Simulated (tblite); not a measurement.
A geometry optimisation, step by step.

Species: C2H13NSi4.
Numbering: `[CH3:1][NH:2][Si@@H:3]1[CH2:4][SiH2:5][SiH2:6][SiH2:7]1` (hydrogens: H8, H9, H10 on C1; H11 on N2; H12 on Si3; H13, H14 on C4; H15, H16 on Si5; H17, H18 on Si6; H19, H20 on Si7)

Computed with GFN2-xTB (tblite), gas phase: L-BFGS steps from a force-field or distance-geometry start until the largest atomic force falls under 0.01 eV/Å. 9 of its 140 geometries are shown.

Step 0: E = -562.5639 eV, largest atomic force 1.991 eV/Å
```
atom  x, y, z in Å  |  force x, y, z in eV/Å
C1      3.201    0.303   -0.197   -0.127   0.263   0.313
N2      2.046    0.049   -1.079    0.189  -1.272   1.011
Si3     0.612    0.052   -0.047    0.686   0.842  -0.908
C4     -0.427   -1.473   -0.192    0.846  -1.801  -0.065
Si5    -1.978   -1.250    0.804   -1.287  -0.698   0.145
Si6    -2.534    0.924    0.686   -0.403   0.492   0.329
Si7    -0.909    1.582   -0.730    0.380   0.803  -0.269
H8      2.967    0.024    0.860    0.533   0.114  -0.687
H9      3.389    1.398   -0.186    0.059  -0.693  -0.174
H10     4.083   -0.260   -0.511   -0.113   0.354  -0.038
H11     2.169   -0.880   -1.536   -0.056   1.033   0.347
H12     0.875    0.366    1.362    0.191  -0.266   0.173
H13    -0.674   -1.613   -1.247    0.010  -0.069   0.116
H14     0.116   -2.402    0.126   -0.423   0.640  -0.304
H15    -1.837   -1.720    2.165    0.106  -0.330   0.233
H16    -3.064   -1.959    0.108    0.099  -0.352   0.151
H17    -3.864    1.138    0.148   -0.346   0.155   0.211
H18    -2.342    1.467    2.029   -0.297   0.259   0.053
H19    -0.472    2.947   -0.483   -0.039   0.290  -0.295
H20    -1.362    1.320   -2.084   -0.009   0.237  -0.341
```

Step 17: E = -563.3386 eV, largest atomic force 0.193 eV/Å
```
atom  x, y, z in Å  |  force x, y, z in eV/Å
C1      3.340    0.294   -0.176   -0.009  -0.039  -0.012
N2      2.120   -0.167   -0.798    0.068  -0.049   0.045
Si3     0.583    0.061   -0.069    0.002  -0.021  -0.090
C4     -0.486   -1.512   -0.194   -0.085  -0.017   0.057
Si5    -2.116   -1.333    0.788   -0.161   0.103   0.030
Si6    -2.623    0.955    0.669    0.010  -0.112   0.019
Si7    -0.912    1.710   -0.738   -0.075   0.038   0.007
H8      3.310    0.058    0.892    0.138   0.092  -0.072
H9      3.452    1.381   -0.280    0.003  -0.142  -0.037
H10     4.206   -0.198   -0.620   -0.050   0.090   0.046
H11     2.256   -0.783   -1.579   -0.009   0.065  -0.045
H12     0.909    0.234    1.358    0.017   0.019   0.110
H13    -0.723   -1.727   -1.235    0.030   0.057  -0.026
H14     0.060   -2.378    0.171    0.058  -0.094   0.014
H15    -1.884   -1.879    2.136   -0.006   0.068  -0.030
H16    -3.109   -2.252    0.201    0.037   0.045   0.000
H17    -4.019    1.236    0.301    0.008  -0.017  -0.043
H18    -2.527    1.587    2.000   -0.001  -0.041  -0.048
H19    -0.516    3.124   -0.685    0.033   0.015   0.114
H20    -1.325    1.599   -2.147   -0.004  -0.059  -0.040
```

Step 35: E = -563.4407 eV, largest atomic force 0.111 eV/Å
```
atom  x, y, z in Å  |  force x, y, z in eV/Å
C1      3.362    0.279   -0.217    0.065   0.048   0.002
N2      2.150   -0.373   -0.657    0.044   0.075  -0.014
Si3     0.605    0.019    0.014    0.040   0.040  -0.066
C4     -0.497   -1.529   -0.164    0.005   0.021   0.041
Si5    -2.147   -1.335    0.781   -0.032   0.045   0.021
Si6    -2.663    0.930    0.625    0.008  -0.052   0.003
Si7    -0.888    1.675   -0.688    0.003   0.051   0.007
H8      3.440    0.183    0.863   -0.032   0.004   0.024
H9      3.399    1.346   -0.461   -0.049   0.031  -0.061
H10     4.231   -0.199   -0.669   -0.013  -0.056   0.012
H11     2.190   -0.566   -1.645   -0.063  -0.037  -0.061
H12     0.949    0.252    1.428   -0.009  -0.080   0.033
H13    -0.719   -1.697   -1.220    0.012   0.049   0.019
H14     0.044   -2.413    0.162   -0.037  -0.076   0.072
H15    -1.953   -1.784    2.167    0.006  -0.036  -0.042
H16    -3.131   -2.248    0.183    0.002  -0.046   0.017
H17    -4.035    1.227    0.200   -0.026  -0.005  -0.058
H18    -2.605    1.559    1.953   -0.018   0.015   0.025
H19    -0.498    3.083   -0.534    0.040   0.014   0.017
H20    -1.239    1.602   -2.120    0.054  -0.006   0.008
```

Step 52: E = -563.4992 eV, largest atomic force 0.116 eV/Å
```
atom  x, y, z in Å  |  force x, y, z in eV/Å
C1      3.336    0.341   -0.335    0.054  -0.012  -0.009
N2      2.113   -0.331   -0.697    0.011   0.020   0.033
Si3     0.635   -0.028    0.142   -0.071  -0.020  -0.090
C4     -0.514   -1.536   -0.086   -0.040  -0.037   0.033
Si5    -2.199   -1.344    0.798    0.069   0.022   0.014
Si6    -2.689    0.922    0.564    0.049  -0.081  -0.037
Si7    -0.782    1.689   -0.544   -0.037   0.046  -0.015
H8      3.378    0.426    0.751   -0.005   0.021  -0.107
H9      3.420    1.349   -0.765   -0.025  -0.063   0.033
H10     4.192   -0.250   -0.669    0.022   0.036   0.001
H11     2.057   -0.478   -1.695    0.014  -0.042   0.052
H12     1.052    0.033    1.553    0.023   0.002   0.004
H13    -0.703   -1.689   -1.150    0.047   0.024   0.027
H14    -0.028   -2.443    0.263    0.043  -0.062  -0.013
H15    -2.012   -1.796    2.189   -0.047   0.042  -0.070
H16    -3.134   -2.310    0.196    0.008   0.036   0.029
H17    -3.990    1.190   -0.054   -0.060   0.018  -0.058
H18    -2.815    1.557    1.880   -0.032   0.051   0.074
H19    -0.352    3.083   -0.332   -0.031  -0.062   0.009
H20    -0.970    1.627   -2.013    0.007   0.061   0.091
```

Step 70: E = -563.5519 eV, largest atomic force 0.141 eV/Å
```
atom  x, y, z in Å  |  force x, y, z in eV/Å
C1      3.327    0.386   -0.512   -0.026   0.042   0.096
N2      2.123   -0.386   -0.689    0.010  -0.034   0.011
Si3     0.684   -0.083    0.221    0.003   0.015  -0.034
C4     -0.489   -1.575   -0.007   -0.061  -0.018   0.016
Si5    -2.216   -1.332    0.792    0.041  -0.014   0.029
Si6    -2.742    0.910    0.480    0.006  -0.031  -0.070
Si7    -0.710    1.715   -0.331    0.011   0.043  -0.056
H8      3.381    0.686    0.531    0.062  -0.009   0.066
H9      3.349    1.303   -1.115    0.004  -0.114  -0.065
H10     4.207   -0.224   -0.745   -0.089   0.103  -0.035
H11     2.049   -0.731   -1.634   -0.078  -0.024   0.013
H12     1.176   -0.088    1.614   -0.006   0.033  -0.041
H13    -0.622   -1.738   -1.079   -0.057  -0.007   0.024
H14    -0.038   -2.491    0.372    0.014   0.046   0.012
H15    -2.131   -1.683    2.222    0.036  -0.021  -0.094
H16    -3.145   -2.309    0.201    0.046  -0.001   0.012
H17    -3.904    1.128   -0.389   -0.019  -0.026  -0.115
H18    -3.211    1.564    1.705    0.054   0.026   0.121
H19    -0.300    3.043    0.154    0.010  -0.029  -0.010
H20    -0.793    1.915   -1.799    0.040   0.021   0.120
```

Step 87: E = -563.5919 eV, largest atomic force 0.117 eV/Å
```
atom  x, y, z in Å  |  force x, y, z in eV/Å
C1      3.236    0.408   -0.683    0.005   0.032   0.005
N2      2.098   -0.470   -0.633   -0.002  -0.004  -0.027
Si3     0.699   -0.099    0.305   -0.002   0.029   0.047
C4     -0.478   -1.582    0.069   -0.018  -0.038   0.026
Si5    -2.223   -1.328    0.795   -0.029  -0.034   0.008
Si6    -2.750    0.886    0.343    0.098   0.056  -0.031
Si7    -0.632    1.773   -0.122   -0.007   0.010   0.031
H8      3.321    0.918    0.274    0.036  -0.027  -0.003
H9      3.149    1.171   -1.464   -0.023   0.037  -0.033
H10     4.150   -0.162   -0.863    0.008  -0.005   0.019
H11     1.982   -0.979   -1.496   -0.006  -0.008  -0.008
H12     1.236   -0.090    1.680   -0.027  -0.019   0.010
H13    -0.577   -1.785   -0.999   -0.009   0.011  -0.007
H14    -0.039   -2.480    0.498    0.042  -0.014   0.001
H15    -2.157   -1.642    2.233   -0.010   0.020  -0.049
H16    -3.106   -2.346    0.205    0.002  -0.008   0.022
H17    -3.699    1.042   -0.770   -0.011  -0.009  -0.003
H18    -3.450    1.530    1.462   -0.006   0.028   0.021
H19    -0.241    2.959    0.663   -0.042  -0.048   0.003
H20    -0.524    2.289   -1.498    0.003  -0.008  -0.031
```

Step 104: E = -563.5979 eV, largest atomic force 0.024 eV/Å
```
atom  x, y, z in Å  |  force x, y, z in eV/Å
C1      3.212    0.426   -0.734   -0.001  -0.001   0.007
N2      2.087   -0.466   -0.624   -0.002  -0.010  -0.021
Si3     0.706   -0.111    0.346    0.005  -0.004   0.005
C4     -0.473   -1.591    0.092    0.004  -0.008   0.008
Si5    -2.229   -1.327    0.788   -0.014  -0.011   0.003
Si6    -2.734    0.886    0.295    0.000   0.013  -0.006
Si7    -0.605    1.773   -0.075    0.004  -0.016   0.001
H8      3.322    0.963    0.205    0.003   0.002  -0.004
H9      3.090    1.161   -1.538   -0.007   0.019   0.012
H10     4.128   -0.139   -0.921    0.003   0.003  -0.006
H11     1.958   -1.006   -1.466   -0.002  -0.001   0.012
H12     1.231   -0.140    1.726    0.012   0.001  -0.001
H13    -0.558   -1.792   -0.978   -0.006   0.004  -0.001
H14    -0.036   -2.489    0.524    0.000  -0.010   0.006
H15    -2.188   -1.599    2.233    0.007   0.002  -0.006
H16    -3.099   -2.369    0.220   -0.004   0.009   0.002
H17    -3.646    1.020   -0.851   -0.005   0.004   0.000
H18    -3.469    1.553    1.381    0.001  -0.008  -0.014
H19    -0.279    2.914    0.795    0.004   0.010  -0.010
H20    -0.424    2.342   -1.424   -0.002   0.001   0.012
```

Step 122: E = -563.6003 eV, largest atomic force 0.031 eV/Å
```
atom  x, y, z in Å  |  force x, y, z in eV/Å
C1      3.180    0.449   -0.759   -0.006  -0.011   0.004
N2      2.084   -0.476   -0.624    0.009   0.004   0.006
Si3     0.722   -0.138    0.379   -0.005   0.006   0.009
C4     -0.473   -1.605    0.118    0.014   0.002   0.006
Si5    -2.238   -1.319    0.787   -0.012  -0.025   0.003
Si6    -2.723    0.890    0.259    0.022  -0.013  -0.007
Si7    -0.575    1.760   -0.036   -0.004  -0.002   0.000
H8      3.320    0.963    0.189   -0.001  -0.009  -0.019
H9      3.001    1.203   -1.535    0.006   0.012   0.011
H10     4.100   -0.088   -1.003    0.007   0.010  -0.008
H11     1.946   -1.016   -1.464   -0.003   0.004  -0.005
H12     1.288   -0.181    1.743   -0.028   0.000  -0.013
H13    -0.544   -1.804   -0.953   -0.018  -0.007  -0.003
H14    -0.054   -2.508    0.556    0.002  -0.001   0.009
H15    -2.204   -1.569    2.236   -0.001   0.005   0.000
H16    -3.115   -2.363    0.234    0.016   0.012  -0.002
H17    -3.591    1.020   -0.921   -0.002  -0.001  -0.012
H18    -3.503    1.556    1.310   -0.006   0.015   0.013
H19    -0.273    2.893    0.854    0.012  -0.002  -0.009
H20    -0.354    2.344   -1.373   -0.001   0.001   0.016
```

Step 139: E = -563.6023 eV, largest atomic force 0.009 eV/Å
```
atom  x, y, z in Å  |  force x, y, z in eV/Å
C1      3.159    0.468   -0.762   -0.005  -0.006   0.001
N2      2.088   -0.486   -0.623   -0.002   0.001  -0.002
Si3     0.725   -0.158    0.385    0.003  -0.001   0.006
C4     -0.476   -1.623    0.135    0.002   0.003   0.000
Si5    -2.241   -1.318    0.795   -0.005  -0.003   0.000
Si6    -2.707    0.891    0.241    0.000  -0.008  -0.003
Si7    -0.553    1.750   -0.030   -0.006  -0.001  -0.001
H8      3.350    0.918    0.210    0.000  -0.003   0.003
H9      2.920    1.273   -1.467    0.001   0.008  -0.003
H10     4.069   -0.029   -1.101    0.005  -0.004  -0.002
H11     1.937   -0.999   -1.479   -0.004   0.002   0.003
H12     1.285   -0.209    1.749    0.002   0.001  -0.002
H13    -0.549   -1.838   -0.933    0.001  -0.001  -0.003
H14    -0.062   -2.521    0.588    0.001   0.002   0.005
H15    -2.222   -1.552    2.247    0.003   0.004  -0.007
H16    -3.119   -2.361    0.243    0.002   0.005   0.000
H17    -3.544    1.017   -0.962   -0.003  -0.006   0.002
H18    -3.506    1.574    1.268   -0.001   0.003   0.003
H19    -0.237    2.880    0.859    0.002  -0.002   0.002
H20    -0.320    2.332   -1.364    0.003   0.005  -0.003
```

**Question.** Summarise the path.

**Answer.** The energy falls by 23.95 kcal/mol from step 0 to step 139; nine tenths of that is first reached at step 52. It falls at every step. The largest force goes from 1.991 to 0.009 eV/Å. Among the bonds Si6–Si7 changes most, from 2.254 to 2.334 Å; the atoms move by 0.869 Å rms after alignment.

**Question.** Follow the three bonds and two angles with the largest change from start to end.

**Answer.** 
| step | E above end (kcal/mol) | largest force (eV/Å) | Si6–Si7 (Å) | Si5–Si6 (Å) | Si3–Si7 (Å) | C1–N2–Si3 (°) | H19–Si7–H20 (°) |
| --- | --- | --- | --- | --- | --- | --- | --- |
| 0 | 23.95 | 1.991 | 2.254 | 2.247 | 2.263 | 106.6 | 114.9 |
| 6 | 10.18 | 0.531 | 2.341 | 2.354 | 2.299 | 118.3 | 113.2 |
| 12 | 6.60 | 0.173 | 2.334 | 2.325 | 2.329 | 120.5 | 102.3 |
| 18 | 5.93 | 0.223 | 2.339 | 2.345 | 2.330 | 122.6 | 100.4 |
| 24 | 4.92 | 0.382 | 2.347 | 2.320 | 2.349 | 123.9 | 103.2 |
| 30 | 4.07 | 0.190 | 2.332 | 2.314 | 2.344 | 123.5 | 103.8 |
| 36 | 3.67 | 0.133 | 2.326 | 2.327 | 2.337 | 121.8 | 102.3 |
| 42 | 3.14 | 0.176 | 2.343 | 2.331 | 2.339 | 120.1 | 100.9 |
| 48 | 2.64 | 0.166 | 2.330 | 2.322 | 2.323 | 121.0 | 102.3 |
| 54 | 2.26 | 0.119 | 2.335 | 2.328 | 2.334 | 122.0 | 102.9 |
| 60 | 1.95 | 0.097 | 2.328 | 2.327 | 2.331 | 124.0 | 101.4 |
| 66 | 1.52 | 0.130 | 2.336 | 2.323 | 2.335 | 123.3 | 101.8 |
| 73 | 0.85 | 0.118 | 2.327 | 2.324 | 2.346 | 121.5 | 103.3 |
| 79 | 0.52 | 0.087 | 2.341 | 2.322 | 2.333 | 121.5 | 102.3 |
| 85 | 0.30 | 0.080 | 2.340 | 2.323 | 2.338 | 121.9 | 101.6 |
| 91 | 0.17 | 0.037 | 2.335 | 2.324 | 2.334 | 122.6 | 101.9 |
| 97 | 0.13 | 0.032 | 2.336 | 2.324 | 2.334 | 122.8 | 101.9 |
| 103 | 0.10 | 0.027 | 2.336 | 2.324 | 2.334 | 122.7 | 102.4 |
| 109 | 0.09 | 0.020 | 2.335 | 2.325 | 2.334 | 122.7 | 102.0 |
| 115 | 0.07 | 0.024 | 2.335 | 2.323 | 2.335 | 122.6 | 102.0 |
| 121 | 0.05 | 0.036 | 2.336 | 2.324 | 2.336 | 122.1 | 102.2 |
| 127 | 0.03 | 0.028 | 2.333 | 2.324 | 2.333 | 121.7 | 102.1 |
| 133 | 0.01 | 0.022 | 2.334 | 2.324 | 2.334 | 121.4 | 102.1 |
| 139 | 0.00 | 0.009 | 2.334 | 2.325 | 2.334 | 121.1 | 102.1 |

What follows is the cost of the whole relaxation. On an Arm Neoverse V1 with one thread, shared host, this took 1.6 s of wall time.
